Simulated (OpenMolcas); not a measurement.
[BF4]− (tetrafluoroborate): the vertical detachment energy from total energies

[BF4]−: 5 atoms, total charge -1, spin state singlet. SMILES: `F[B-](F)(F)F`. Geometry: relaxed at PBE0-D4/def2-TZVPD.

Both states at this one shape; open shells run unrestricted unless said. 1 Eh = 27.2114 eV.

| level | program | singlet [BF4]− (Eh) | doublet BF4 (Eh) | HOMO of the first (eV) |
| --- | --- | --- | --- | --- |
| SVWN5/aug-cc-pVDZ | OpenMolcas | -421.792055 | -421.545490 | -2.89 |
| PBE/aug-cc-pVDZ | OpenMolcas | -424.167328 | -423.931295 | -2.65 |
| M06-L/aug-cc-pVDZ | OpenMolcas | -424.522453 | -424.278159 | -2.92 |
| TPSS/aug-cc-pVDZ | OpenMolcas | -424.610949 | -424.373769 | -2.75 |

Work out the vertical ionisation energy at each level.


1. SVWN5/aug-cc-pVDZ: -421.545490 − (-421.792055) = 0.246565 Eh = 6.71 eV; −ε(HOMO) = 2.89 eV.
2. PBE/aug-cc-pVDZ: -423.931295 − (-424.167328) = 0.236033 Eh = 6.42 eV; −ε(HOMO) = 2.65 eV.
3. M06-L/aug-cc-pVDZ: -424.278159 − (-424.522453) = 0.244294 Eh = 6.65 eV; −ε(HOMO) = 2.92 eV.
4. TPSS/aug-cc-pVDZ: -424.373769 − (-424.610949) = 0.237180 Eh = 6.45 eV; −ε(HOMO) = 2.75 eV.

No measured value is set beside it here; the levels span 6.42 to 6.71 eV. In semi-local functionals −ε(HOMO) lies far under the ionisation energy, a result of self-interaction, while the difference of totals does much better.
